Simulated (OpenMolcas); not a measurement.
**Ta3+ in CaF2: curves along the breathing mode**

Ta3+ with its 8 nearest fluoride ions, on the Ca site of CaF2 (a = 5.46294 Å, distance in the model lattice 2.366 Å). The rest of the host is ab initio model potentials to 7.6 Å and point charges beyond; the distance is set by hand and nothing relaxes, and no local charge compensation is placed. Ligand basis ANO-RCC-VDZP.

```yaml
Program: OpenMolcas
Method: CASSCF
Basis: ANO-RCC-VDZP [7s6p4d2f1g]
Scalar_Hamiltonian: DKH2, point nucleus
Active_space: 2 electrons in 5 orbitals (5d)
State_averaging: 2S+1 = 3 even, 10 roots; 2S+1 = 1 even, 15 roots
Spin-orbit_coupling: RASSI with atomic mean-field integrals over the reference wave functions
```

Spin-free energies (labels of O, the rotations of Oh) in cm-1 above the lowest fitted minimum, as all ligands move together:

| R (Å) | 3A2 | 1E | 1A1 | 3T2 | 3T1 | 1T2 | 1T1 |
| --- | --- | --- | --- | --- | --- | --- | --- |
| 2.085 | 1210 | 11610 | 20660 | 28610 | 35730 | 38580 | 41550 |
| 2.134 | 30 | 10410 | 19300 | 24590 | 31620 | 34580 | 37550 |
| 2.183 | 2430 | 12790 | 21530 | 24490 | 31420 | 34490 | 37470 |
| 2.232 | 7880 | 18230 | 26800 | 27750 | 34560 | 37760 | 40740 |
| 2.281 | 15950 | 26270 | 34690 | 33890 | 40560 | 43890 | 46870 |
| 2.33 | 26260 | 36570 | 44820 | 42510 | 49030 | 52490 | 55490 |
| 2.379 | 38500 | 48790 | 56870 | 53270 | 59610 | 63230 | 66240 |

Cubic fits give the following; the wavenumber is harmonic, with the mass of all moving ligands, small differences in it between states hang on the degree of the fit, a number in brackets counts states of one label, and the table is a selection of at most 14 states with clean curves.

```tsv
State	R0 (Å)	Breathing mode (cm-1)	Minimum (cm-1)
3A2	2.125	574	0
1E	2.125	574	10380
1A1	2.127	572	19300
3T2	2.160	576	24100
3T1	2.162	573	31080
1T2	2.160	575	34100
1T1	2.160	575	37080
3T1(2)	2.191	578	49380
1E(2)	2.193	574	58060
1T2(2)	2.193	575	58090
1A1(2)	2.191	575	73720
```

The minimum of 3T2 is shifted by +0.0357 Å against 3A2 (from the unrounded fits). With M = 152.0 u for the moving shell, the Huang-Rhys factor in this mode is S = M ω ΔR² / 2ħ = 0.01483 × 152.0 × 574 × 0.0357² = 1.65. Only the first shell moves, against a rigid host.

Without dynamic correlation the repulsion within the d shell is too large (B by tens of per cent), so at a given field states of lower spin stand too high. With metal d orbitals alone the field can be off either way by tens of per cent. Ligand-to-metal charge-transfer states are missing. With no ligand orbital active B as a rule stays too high, so bands that hang on it stand too high and its fall with covalency is understated. The least metal-like active orbital is 82 % on the metal (Löwdin) and no ligand orbital is active, so the numbers are rough (holds for R = 2.085). The least metal-like active orbital is 84 % on the metal (Löwdin) and no ligand orbital is active, so the numbers are rough (holds for R = 2.134; R = 2.183). No measured value stands beside these numbers.
